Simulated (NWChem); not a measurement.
System: ScH₂O₂Br; SMILES [Sc]([Br])([OH])[OH]

The following NWChem deck was run.

```
start job
memory heap 200 mb stack 900 mb global 1100 mb
geometry units angstroms noautoz
  Sc     0.000000     0.000000     0.890108
  Br     0.000000     0.000000    -1.598543
  O      0.000000    -1.578423     1.817713
  H      0.000000    -2.304272     2.442660
  O      0.000000     1.578423     1.817713
  H      0.000000     2.304272     2.442660
end
basis spherical
  * library 3-21g
end
dft
  xc xpbe96 cpbe96
  iterations 150
  mulliken
end
task dft energy
```

NWChem printed, in part:

```
             Northwest Computational Chemistry Package (NWChem) 7.3.0
             --------------------------------------------------------

 C2V symmetry detected

                             Geometry "geometry" -> ""
                             -------------------------

 Output coordinates in angstroms (scale by  1.889725989 to convert to a.u.)

  No.       Tag          Charge          X              Y              Z
 ---- ---------------- ---------- -------------- -------------- --------------
    1 Sc                  21.0000     0.00000000     0.00000000     0.93454055
    2 Br                  35.0000     0.00000000     0.00000000    -1.55411045
    3 O                    8.0000     0.00000000    -1.57842300     1.86214555
    4 H                    1.0000     0.00000000    -2.30427200     2.48709255
    5 O                    8.0000     0.00000000     1.57842300     1.86214555
    6 H                    1.0000     0.00000000     2.30427200     2.48709255

 Effective nuclear repulsion energy (a.u.)     369.9475152891

      Symmetry information
      --------------------

 Group name             C2v
 Group number             16
 Group order               4
 No. of unique centers     4

  pbe96 is a nonlocal functional; adding pw91lda local functional.

                                 NWChem DFT Module
                                 -----------------

 Summary of "ao basis" -> "ao basis" (spherical)
 ------------------------------------------------------------------------------
       Tag                 Description            Shells   Functions and Types
 ---------------- ------------------------------  ------  ---------------------
 Sc                          3-21g                  11       27   5s4p2d
 Br                          3-21g                  10       22   5s4p1d
 O                           3-21g                   5        9   3s2p
 H                           3-21g                   2        2   2s

      Symmetry analysis of basis
      --------------------------

        a1         33
        a2          5
        b1         13
        b2         20

            General Information
            -------------------
          SCF calculation type: DFT
          Wavefunction type:  closed shell.
          No. of atoms     :     6
          No. of electrons :    74
           Alpha electrons :    37
            Beta electrons :    37
          Charge           :     0
          Spin multiplicity:     1
          Use of symmetry is: on ; symmetry adaption is: on
          Maximum number of iterations: 150
          AO basis - number of functions:    71
                     number of shells:    35
          Convergence on energy requested:  1.00D-06
          Convergence on density requested:  1.00D-05
          Convergence on gradient requested:  5.00D-04

              XC Information
              --------------
          PerdewBurkeErnzerhof Exchange Functional  1.000
            Perdew 1991 LDA Correlation Functional  1.000 local
           PerdewBurkeErnz. Correlation Functional  1.000 non-local

             Grid Information
             ----------------
          Grid used for XC integration:  medium
          Radial quadrature: Mura-Knowles
          Angular quadrature: Lebedev.
          Tag              B.-S. Rad. Rad. Pts. Rad. Cut. Ang. Pts.
          ---              ---------- --------- --------- ---------
          Sc                  1.60      112          10.0       590
          Br                  1.15      112          11.0       590
          O                   0.60       49          10.0       434
          H                   0.35       45          11.0       434
          Grid pruning is: on
          Number of quadrature shells:   318
          Spatial weights used:  Erf1

      Superposition of Atomic Density Guess
      -------------------------------------

 Sum of atomic energies:       -3465.76845066

      Non-variational initial energy
      ------------------------------

 Total energy =   -3466.004765
 1-e energy   =   -5549.513883
 2-e energy   =    1713.561603
 HOMO         =      -0.404646
 LUMO         =      -0.070218

      Symmetry analysis of molecular orbitals - initial
      -------------------------------------------------

  Numbering of irreducible representations:

     1 a1          2 a2          3 b1          4 b2

  Orbital symmetries:

     1 a1          2 a1          3 a1          4 a1          5 b2
     6 b1          7 a1          8 b2          9 a1         10 b2
    11 a1         12 b1         13 a1         14 a1         15 b2
    16 b1         17 a1         18 b2         19 b1         20 a1
    21 a2         22 a1         23 b2         24 a1         25 b1
    26 a1         27 b2         28 a1         29 a1         30 b2
    31 a1         32 a2         33 b1         34 b2         35 a1
    36 b1         37 b2         38 a1         39 b1         40 b2
    41 a1         42 a1         43 b2         44 b1         45 a1
    46 b1         47 a2

     ---------------------------------------------
      Total Density - Mulliken Population Analysis
     ---------------------------------------------

    Atom       Charge   Shell Charges
 -----------   ------   -------------------------------------------------------
    1 Sc  21    18.89   2.00  2.00  5.99  2.00  5.95  0.25  0.29  0.01  0.02  0.07  0.30
    2 Br  35    35.66   2.00  2.00  5.99  2.00  5.97  0.78  2.47  1.20  3.25 10.00
    3 O    8     9.26   1.99  0.45  2.41  1.43  2.99
    4 H    1     0.47   0.32  0.15
    5 O    8     9.26   1.99  0.45  2.41  1.43  2.99
    6 H    1     0.47   0.32  0.15

   convergence    iter        energy       DeltaE   RMS-Dens  Diis-err
 ---------------- ----- ----------------- --------- --------- ---------
 d= 0,ls=0.0,diis     1  -3468.7036548634 -3.84D+03  6.15D-02  2.02D+00
 d= 0,ls=0.0,diis     2  -3454.4165377252  1.43D+01  5.05D-02  1.19D+02
 d= 0,ls=0.0,diis     3  -3468.6705063802 -1.43D+01  9.32D-03  3.36D+00
 d= 0,ls=0.0,diis     4  -3468.9668067278 -2.96D-01  7.20D-03  1.99D-01
 d= 0,ls=0.0,diis     5  -3468.9894803490 -2.27D-02  3.64D-03  6.52D-02
  Resetting Diis
 d= 0,ls=0.0,diis     6  -3469.0001452923 -1.07D-02  6.74D-04  1.72D-03
 d= 0,ls=0.0,diis     7  -3469.0004141520 -2.69D-04  3.61D-04  1.05D-04
 d= 0,ls=0.0,diis     8  -3469.0002961889  1.18D-04  2.35D-04  9.64D-04
 d= 0,ls=0.0,diis     9  -3469.0004329401 -1.37D-04  4.49D-05  1.41D-05
 d= 0,ls=0.0,diis    10  -3469.0004350771 -2.14D-06  4.66D-06  4.23D-08
 d= 0,ls=0.0,diis    11  -3469.0004350786 -1.49D-09  2.38D-06  2.63D-08

         Total DFT energy =    -3469.000435078568
      One electron energy =    -5556.676644690480
           Coulomb energy =     1865.303544308175
    Exchange-Corr. energy =     -147.574849985354
 Nuclear repulsion energy =      369.947515289091

 Numeric. integr. density =       73.999997702890

                  Occupations of the irreducible representations
                  ----------------------------------------------

                     irrep           alpha         beta
                     --------     --------     --------
                     a1               18.0         18.0
                     a2                2.0          2.0
                     b1                7.0          7.0
                     b2               10.0         10.0

                       DFT Final Molecular Orbital Analysis
                       ------------------------------------

 Vector   35  Occ=2.000000D+00  E=-2.426607D-01  Symmetry=a1
              MO Center=  1.7D-15, -3.2D-12, -5.8D-01, r^2= 4.4D+00
   Bfn.  Coefficient  Atom+Function         Bfn.  Coefficient  Atom+Function
  ----- ------------  ---------------      ----- ------------  ---------------
    40      0.421257  2 Br pz                44      0.412965  2 Br pz
    36     -0.285810  2 Br pz                13     -0.269795  1 Sc pz
     9      0.205823  1 Sc pz                41     -0.192176  2 Br s
    10      0.164895  1 Sc s                 57     -0.151071  3 O  py
    68      0.151071  5 O  py                58     -0.146646  3 O  pz

 Vector   36  Occ=2.000000D+00  E=-2.232911D-01  Symmetry=b1
              MO Center=  2.2D-16,  1.4D-15, -1.4D+00, r^2= 1.8D+00
   Bfn.  Coefficient  Atom+Function         Bfn.  Coefficient  Atom+Function
  ----- ------------  ---------------      ----- ------------  ---------------
    42      0.587996  2 Br px                38      0.479986  2 Br px
    34     -0.334657  2 Br px                26      0.110760  1 Sc d  1
    30      0.108460  2 Br px                11      0.099513  1 Sc px
    21      0.087417  1 Sc d  1               7     -0.061574  1 Sc px
    15      0.030249  1 Sc px

 Vector   37  Occ=2.000000D+00  E=-2.133036D-01  Symmetry=b2
              MO Center= -9.1D-17, -4.7D-15, -1.1D+00, r^2= 3.1D+00
   Bfn.  Coefficient  Atom+Function         Bfn.  Coefficient  Atom+Function
  ----- ------------  ---------------      ----- ------------  ---------------
    43      0.568302  2 Br py                39      0.465182  2 Br py
    35     -0.323017  2 Br py                58     -0.128318  3 O  pz
    69      0.128318  5 O  pz                57     -0.114272  3 O  py
    68     -0.114272  5 O  py                54     -0.107346  3 O  pz
    65      0.107346  5 O  pz                31      0.104643  2 Br py

 Vector   38  Occ=0.000000D+00  E=-8.576138D-02  Symmetry=a1
              MO Center= -4.0D-13, -7.4D-12,  1.0D+00, r^2= 3.0D+00
   Bfn.  Coefficient  Atom+Function         Bfn.  Coefficient  Atom+Function
  ----- ------------  ---------------      ----- ------------  ---------------
    10      0.410099  1 Sc s                 14      0.401601  1 Sc s
    27      0.385516  1 Sc d  2              22      0.355870  1 Sc d  2
    25     -0.244061  1 Sc d  0              20     -0.230677  1 Sc d  0
     6     -0.212509  1 Sc s                 41     -0.161249  2 Br s
    55     -0.074198  3 O  s                 66     -0.074198  5 O  s

 Vector   39  Occ=0.000000D+00  E=-4.709972D-02  Symmetry=b1
              MO Center=  5.1D-16, -7.0D-16,  7.7D-01, r^2= 1.4D+00
   Bfn.  Coefficient  Atom+Function         Bfn.  Coefficient  Atom+Function
  ----- ------------  ---------------      ----- ------------  ---------------
    26      0.589238  1 Sc d  1              21      0.565999  1 Sc d  1
    11      0.179683  1 Sc px                42     -0.170895  2 Br px
    38     -0.160452  2 Br px                34      0.102243  2 Br px
    56      0.085194  3 O  px                67      0.085194  5 O  px
    52      0.074047  3 O  px                63      0.074047  5 O  px

 Vector   40  Occ=0.000000D+00  E=-2.414250D-02  Symmetry=a2
              MO Center= -2.5D-15,  1.1D-14,  1.0D+00, r^2= 1.2D+00
   Bfn.  Coefficient  Atom+Function         Bfn.  Coefficient  Atom+Function
  ----- ------------  ---------------      ----- ------------  ---------------
    23      0.587041  1 Sc d -2              18      0.578392  1 Sc d -2
    56      0.198496  3 O  px                67     -0.198496  5 O  px
    52      0.160951  3 O  px                63     -0.160951  5 O  px

     ---------------------------------------------
      Total Density - Mulliken Population Analysis
     ---------------------------------------------

    Atom       Charge   Shell Charges
 -----------   ------   -------------------------------------------------------
    1 Sc  21    20.08   2.00  2.00  5.99  1.99  5.96  0.25  0.66 -0.03  0.05  0.38  0.82
    2 Br  35    35.39   2.00  2.00  5.99  2.00  5.95  0.82  2.35  1.18  3.09 10.00
    3 O    8     8.65   1.98  0.42  2.14  1.43  2.67
    4 H    1     0.62   0.44  0.18
    5 O    8     8.65   1.98  0.42  2.14  1.43  2.67
    6 H    1     0.62   0.44  0.18

     -------------------------------------------
      Total Density - Lowdin Population Analysis
     -------------------------------------------

    Atom       Charge   Shell Charges
 -----------   ------   -------------------------------------------------------
    1 Sc  21    20.60   2.00  2.00  5.99  1.94  5.85  0.28  0.84  0.08  0.21  0.34  1.07
    2 Br  35    35.18   2.00  1.99  5.98  2.00  5.80  0.90  2.47  0.93  3.13 10.00
    3 O    8     8.37   1.98  0.56  2.12  1.02  2.69
    4 H    1     0.75   0.44  0.31
    5 O    8     8.37   1.98  0.56  2.12  1.02  2.69
    6 H    1     0.75   0.44  0.31

     Multipole analysis of the density
     ---------------------------------

     L   x y z        total         alpha         beta         nuclear
     -   - - -        -----         -----         ----         -------
     0   0 0 0     -0.000000    -37.000000    -37.000000     74.000000

     1   1 0 0      0.000000      0.000000      0.000000      0.000000
     1   0 1 0     -0.000000     -0.000000     -0.000000      0.000000
     1   0 0 1      2.157301      1.078651      1.078651     -0.000000

     2   2 0 0    -32.620339    -16.310170    -16.310170      0.000000
     2   1 1 0     -0.000000     -0.000000     -0.000000      0.000000
     2   1 0 1      0.000000      0.000000      0.000000      0.000000
     2   0 2 0    -30.200162   -105.237397   -105.237397    180.274631
     2   0 1 1     -0.000000     -0.000000     -0.000000      0.000000
     2   0 0 2    -32.306310   -320.992413   -320.992413    609.678516
```

Level: PBE/3-21G. Geometry: optimised at PBE0/def2-SVP.
